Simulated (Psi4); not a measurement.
C$_{2}$H$_{6}$AlCl$_{2}$N, singlet, geometry from GFN2-xTB (such geometries of metal compounds can be far from the true shape); MP2/6-311+G(2d,p) (Psi4).

Input for Psi4:
```
memory 2 GB

molecule {
0 1
  Al   -0.29200754   -0.08798640   -0.21252344
  Cl   -1.00762429   -1.98524553   -0.19452171
  Cl   -1.14899177    1.33542370   -1.37506606
  N     1.11879150    0.33710921    0.81425781
  C     1.80544615   -0.60439799    1.68197823
  C     1.70890462    1.66332633    0.87577052
  H     2.85893858   -0.70124193    1.39730832
  H     1.76350798   -0.27545404    2.72615210
  H     1.33094167   -1.58142108    1.60387867
  H     1.66391079    2.06404652    1.89442693
  H     2.75934139    1.63825863    0.56558315
  H     1.16428543    2.33327167    0.21215065
}

set basis 6-311+g(2d,p)
set freeze_core true

energy('mp2')
print_variables()
```

What the program printed (banner, timings and long lists left out):

```
    SCF Algorithm Type (re)set to DF.

   => Loading Basis Set <=

    Name: 6-311+G(2D,P)
    Role: ORBITAL
    Keyword: BASIS

         ---------------------------------------------------------
                                   SCF
               by Justin Turney, Rob Parrish, Andy Simmonett
                          and Daniel G. A. Smith
                              RHF Reference
         ---------------------------------------------------------

  ==> Geometry <==

    Molecular point group: c1
    Full point group: C1

    Geometry (in Angstrom), charge = 0, multiplicity = 1:

       Center              X                  Y                   Z               Mass
    ------------   -----------------  -----------------  -----------------  -----------------
         AL          -0.193949014154    -0.058439846762    -0.141156329475    26.981538530000
         CL          -0.909565764154    -1.955698976762    -0.123154599475    34.968852682000
         CL          -1.050933244154     1.364970253238    -1.303698949475    34.968852682000
         N            1.216850025846     0.366655763238     0.885624920525    14.003074004430
         C            1.903504675846    -0.574851436762     1.753345340525    12.000000000000
         C            1.806963145846     1.692872883238     0.947137630525    12.000000000000
         H            2.956997105846    -0.671695376762     1.468675430525     1.007825032230
         H            1.861566505846    -0.245907486762     2.797519210525     1.007825032230
         H            1.429000195846    -1.551874526762     1.675245780525     1.007825032230
         H            1.761969315846     2.093593073238     1.965794040525     1.007825032230
         H            2.857399915846     1.667805183238     0.636950260525     1.007825032230
         H            1.262343955846     2.362818223238     0.283517760525     1.007825032230

  Running in c1 symmetry.

  Rotational constants: A =      0.06234  B =      0.05212  C =      0.02869 [cm^-1]
  Rotational constants: A =   1868.77150  B =   1562.40973  C =    860.14399 [MHz]
  Nuclear repulsion =  418.671216865066299

  Charge       = 0
  Multiplicity = 1
  Electrons    = 72
  Nalpha       = 36
  Nbeta        = 36

  ==> Algorithm <==

  SCF Algorithm Type is DF.
  DIIS enabled.
  MOM disabled.
  Fractional occupation disabled.
  Guess Type is SAD.
  Energy threshold   = 1.00e-08
  Density threshold  = 1.00e-08
  Integral threshold = 1.00e-12

  ==> Primary Basis <==

  Basis Set: 6-311+G(2D,P)
    Blend: 6-311+G(2D,P)
    Number of shells: 102
    Number of basis functions: 222
    Number of Cartesian functions: 234
    Spherical Harmonics?: true
    Max angular momentum: 2

   => Loading Basis Set <=

    Name: (6-311+G(2D,P) AUX)
    Role: JKFIT
    Keyword: DF_BASIS_SCF

  ==> Integral Setup <==

  SCF_SUBTYPE=INCORE selected. In-core MEM_DF algorithm will be used.
  Using in-core AOs.

  ==> MemDFJK: Density-Fitted J/K Matrices <==

    J tasked:                   Yes
    K tasked:                   Yes
    wK tasked:                   No
    Algorithm:                 Core
    Schwarz Cutoff:           1E-12
    Mask sparsity (%):       9.1794
    Fitting Condition:        1E-10

   => Auxiliary Basis Set <=

  Basis Set: (6-311+G(2D,P) AUX)
    Blend: HEAVY-AUG-CC-PVTZ-JKFIT
    Number of shells: 276
    Number of basis functions: 930
    Number of Cartesian functions: 1143
    Spherical Harmonics?: true
    Max angular momentum: 4

  Minimum eigenvalue in the overlap matrix is 1.1497268120E-04.
  Reciprocal condition number of the overlap matrix is 1.0452594972E-05.
    Using symmetric orthogonalization.

  ==> Pre-Iterations <==

  SCF Guess: Superposition of Atomic Densities via on-the-fly atomic UHF (no occupation information).

   -------------------------
    Irrep   Nso     Nmo
   -------------------------
     A        222     222
   -------------------------
    Total     222     222
   -------------------------

[...]
  Energy and wave function converged.

  ==> Post-Iterations <==

    Orbital Energies [Eh]
    ---------------------

    Doubly Occupied:

[...]
    Virtual:

[...]
    Final Occupation by Irrep:
              A
    DOCC [    36 ]
    NA   [    36 ]
    NB   [    36 ]

  @DF-RHF Final Energy: -1294.83656593321962

   => Energetics <=

    Nuclear Repulsion Energy =            418.6712168650662989
    One-Electron Energy =               -2622.6803890972059889
    Two-Electron Energy =                 909.1726062989198454
    Total Energy =                      -1294.8365659332196174

Computation Completed

Properties will be evaluated at   0.000000,   0.000000,   0.000000 [a0]

Properties computed using the SCF density matrix

 Multipole Moments:

 ------------------------------------------------------------------------------------
     Multipole            Electronic (a.u.)      Nuclear  (a.u.)        Total (a.u.)
 ------------------------------------------------------------------------------------

 L = 1.  Multiply by 2.5417464519 to convert [e a0] to [Debye]
 Dipole X            :        -12.8000616           13.3418704            0.5418089
 Dipole Y            :         -3.8568569            4.0201123            0.1632554
 Dipole Z            :         -9.3159003            9.7102295            0.3943291
 Magnitude           :                                                    0.6897134

 ------------------------------------------------------------------------------------

  //>>>>>>>>>>>>>>>>>>>>>>>>>>>>>>>>>>>//
  //               DFMP2               //
  //<<<<<<<<<<<<<<<<<<<<<<<<<<<<<<<<<<<//

   => Loading Basis Set <=

    Name: (6-311+G(2D,P) AUX)
    Role: RIFIT
    Keyword: DF_BASIS_MP2

	 --------------------------------------------------------
	                          DF-MP2
	      2nd-Order Density-Fitted Moller-Plesset Theory

	        Rob Parrish, Justin Turney, Andy Simmonett,
	           Ed Hohenstein, and C. David Sherrill
	 --------------------------------------------------------

   => Auxiliary Basis Set <=

  Basis Set: (6-311+G(2D,P) AUX)
    Blend: HEAVY-AUG-CC-PVTZ-RI
    Number of shells: 255
    Number of basis functions: 939
    Number of Cartesian functions: 1191
    Spherical Harmonics?: true
    Max angular momentum: 4

	 --------------------------------------------------------
	                 NBF =   222, NAUX =   939
	 --------------------------------------------------------
	   CLASS    FOCC     OCC    AOCC    AVIR     VIR    FVIR
	   PAIRS      18      36      18     186     186       0
	 --------------------------------------------------------

	-----------------------------------------------------------
	 ==================> DF-MP2 Energies <====================
	-----------------------------------------------------------
	 Reference Energy          =   -1294.8365659332196174 [Eh]
	 Singles Energy            =      -0.0000000000000000 [Eh]
	 Same-Spin Energy          =      -0.2218097762057337 [Eh]
	 Opposite-Spin Energy      =      -0.6605423699071096 [Eh]
	 Correlation Energy        =      -0.8823521461128433 [Eh]
	 Total Energy              =   -1295.7189180793325249 [Eh]
	-----------------------------------------------------------
	 ================> DF-SCS-MP2 Energies <==================
	-----------------------------------------------------------
	 SCS Same-Spin Scale       =       0.3333333333333333 [-]
	 SCS Opposite-Spin Scale   =       1.2000000000000000 [-]
	 SCS Same-Spin Energy      =      -0.0739365920685779 [Eh]
	 SCS Opposite-Spin Energy  =      -0.7926508438885315 [Eh]
	 SCS Correlation Energy    =      -0.8665874359571094 [Eh]
	 SCS Total Energy          =   -1295.7031533691767891 [Eh]
	-----------------------------------------------------------

  Variable Map:
  ----------------------------------------------------------------------------
[...]
  Array Variable Map:
  ----------------------------------------------------------------------------
[...]
[...]
```
